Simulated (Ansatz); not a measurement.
Cl$_{2}$F$_{2}$H$_{2}$Si$_{2}$, SMILES `F[SiH](F)[SiH](Cl)Cl`. The species carries charge 0 and has multiplicity 1. Geometry: relaxed with PBE0-D4/def2-TZVP. It is one conformer, not always the lowest.

```xyz
8

F    -0.614   -1.776   -1.335
Si   -0.911   -0.772   -0.139
F    -1.107   -1.644    1.176
Si    0.935    0.647    0.150
Cl    0.504    1.902    1.709
Cl    1.149    1.730   -1.575
H    -2.176   -0.062   -0.425
H     2.221   -0.025    0.438
```

**Question.** What is the dipole moment at B3LYP/def2-TZVPP? (An estimate is asked.)

**Answer.** Computed: 0.35 D, with components (0.10, 0.34, 0.00) D in this frame, pointing from negative to positive charge.

**Question.** And with PBE, r2SCAN, ωB97M-V? (Estimate.)

**Answer.** Ansatz gave: PBE 0.32 D, r2SCAN 0.30 D, ωB97M-V 0.32 D.

**Question.** Give the Mulliken charges with B3LYP, PBE, ωB97M-V in def2-TZVPP. (Estimate.)

**Answer.** The calculation gave: 
```
atom  B3LYP    PBE  ωB97M-V
  F1  -0.30  -0.26    -0.29
 Si2   0.72   0.63     0.66
  F3  -0.30  -0.26    -0.29
 Si4   0.43   0.36     0.32
 Cl5  -0.21  -0.18    -0.18
 Cl6  -0.21  -0.18    -0.18
  H7  -0.08  -0.07    -0.03
  H8  -0.04  -0.04     0.00
```

B3LYP here is the variant with VWN-RPA as its local correlation; programs differ in this.
